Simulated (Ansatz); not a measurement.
`N=[C]1B[O][AlH]1`, charge 0, multiplicity 1.

Task: Give a relaxed structure at PBE0-D4/def2-TZVP (Ansatz). (An estimate is asked.)

Result: Computed: 
Cartesian coordinates in Å:
```
N -0.9299 1.7230 0.1827
C -0.3385 0.6099 0.0846
B 0.5223 0.0191 -1.1391
O 0.9463 -1.2142 -0.7525
Al 0.1789 -1.1602 0.8350
H -1.4053 1.8375 1.0810
H 0.7783 0.5082 -2.2009
H 0.2480 -2.3232 1.9091
```
Point group Cs.
